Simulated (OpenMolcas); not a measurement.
Zr3+: moving or changing the point charges

Zr3+ among 6 point charges of -1.7 e arranged as an octahedron (Oh), 2.16 Å from the ion.
```
   2.1600    0.0000    0.0000  -1.70
   0.0000    2.1600    0.0000  -1.70
  -2.1600    0.0000    0.0000  -1.70
   0.0000   -2.1600    0.0000  -1.70
   0.0000    0.0000    2.1600  -1.70
   0.0000    0.0000   -2.1600  -1.70
```

```yaml
Program: OpenMolcas 26.06
Method: "SS-CASPT2, IPEA 0.25 Eh, imaginary shift 0.1 Eh (closed shells correlated: 4s 4p)"
Basis: ANO-RCC-VTZP [7s6p4d2f1g]
Scalar_Hamiltonian: DKH2, point nucleus
Active_space: 1 electron in 5 orbitals (4d)
State_averaging: 2S+1 = 2 even, 5 roots
Spin-orbit_coupling: state interaction with AMFI integrals over the reference wave functions
```

Runs around this geometry, states (labels of O, the rotations of Oh). Energies in cm-1 above the lowest state or level, χT in cm3 K/mol; under a threefold ground state the first gap can be a small split of the lowest multiplet, not the spin-orbit step; 10Dq is the gap between the two states.

```json
{"R (Å)": "2.16", "q (e)": "-0.85", "Ground state": "2T2", "First state of that spin": "2E 7180", "10Dq": "7184", "First gap with spin-orbit (degeneracies)": "750 (4, 2)", "χT at 300 K": "0.216"}
{"R (Å)": "2.16", "q (e)": "-1.7", "Ground state": "2T2", "First state of that spin": "2E 15060", "10Dq": "15062", "First gap with spin-orbit (degeneracies)": "630 (4, 2)", "χT at 300 K": "0.241"}
{"R (Å)": "2.38", "q (e)": "-1.7", "Ground state": "2T2", "First state of that spin": "2E 9090", "10Dq": "9087", "First gap with spin-orbit (degeneracies)": "720 (4, 2)", "χT at 300 K": "0.219"}
```

Taking |10Dq| as R^-n, n = -ln(9087 / 15062) / ln(2.38 / 2.16) = 5.2 between the shortest and longest distance. The point-charge formula for a cubic d site gives n = 5.

Scaling the charges by -0.85 / -1.7 = 0.50 scales |10Dq| by 7184 / 15062 = 0.48; with fixed orbitals a first-order splitting would follow the charge.

Roots that are degenerate in the reference are averaged as groups; the widest CASPT2 spread within a group is 92 cm-1 (the 3-fold group of multiplicity 2 near 0 cm-1 above the lowest state of its run, R = 2.16, q = -0.85). Shifts and gaps below about the spread of the groups concerned are not significant. An orbital triplet at a regular site is open to Jahn-Teller coupling, which can distort the site and quench the lowest spin-orbit gaps and is left out. Free-ion shares, where given, are those of the reference states; single-state CASPT2 does not remix them. This field is weak: 10Dq is about 7184 cm-1, while octahedral complexes of 4d ions of charge 3 and more, computed by the same method with explicit ligands, had a median near 25000 cm-1. Ground spin and moment need not be those of a real site (figures for R = 2.16, q = -0.85; the like holds for R = 2.38, q = -1.7). Point charges carry no covalency, so the field is a model and not that of real ligands. No measured value stands beside these numbers.
